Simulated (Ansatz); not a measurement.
SiEt2Me2 (C6H16Si) was relaxed with B3LYP-D4 (def2-SVP) in Ansatz in these states: charge +1 doublet, neutral singlet. The geometries follow in no particular order.

A:

Cartesian coordinates in Å:
```
Si 0.214 0.029 -0.661
C 1.453 -1.279 -0.174
C 0.940 -2.501 0.597
H 2.302 -0.795 0.338
H 1.857 -1.591 -1.162
H 1.743 -3.244 0.716
H 0.600 -2.234 1.611
H 0.107 -2.999 0.079
C -0.352 0.779 1.457
C -1.339 1.876 1.366
H 0.680 1.025 1.745
H -0.697 -0.215 1.776
H -1.580 2.175 2.414
H -0.946 2.782 0.880
H -2.294 1.573 0.913
C -1.436 -0.550 -1.284
H -1.267 -1.026 -2.269
H -2.142 0.279 -1.437
H -1.896 -1.307 -0.630
C 0.899 1.576 -1.426
H 1.756 1.980 -0.865
H 0.136 2.358 -1.547
H 1.263 1.310 -2.437
```

B:

Cartesian coordinates in Å:
```
Si -0.147 -0.083 0.390
C 1.341 -1.236 0.623
C 2.630 -0.794 -0.086
H 1.047 -2.245 0.279
H 1.523 -1.336 1.709
H 3.462 -1.496 0.091
H 2.490 -0.725 -1.178
H 2.963 0.199 0.260
C -0.560 0.049 -1.459
C -1.815 0.872 -1.787
H -0.665 -0.976 -1.858
H 0.317 0.480 -1.975
H -2.000 0.931 -2.873
H -2.717 0.435 -1.328
H -1.731 1.907 -1.416
C 0.263 1.635 1.068
H 0.553 1.582 2.131
H -0.603 2.313 0.992
H 1.098 2.096 0.514
C -1.629 -0.790 1.327
H -1.921 -1.775 0.926
H -2.505 -0.124 1.255
H -1.396 -0.919 2.397
```

Q: Judge from the bond lengths which geometry belongs to which state (an estimate).

A: A is the charge +1 doublet (Si1–C9 2.318 Å, C9–C10 1.479 Å, Si1–C16 1.857 Å); B is the neutral singlet (Si1–C9 1.898 Å, C9–C10 1.536 Å, Si1–C16 1.891 Å).
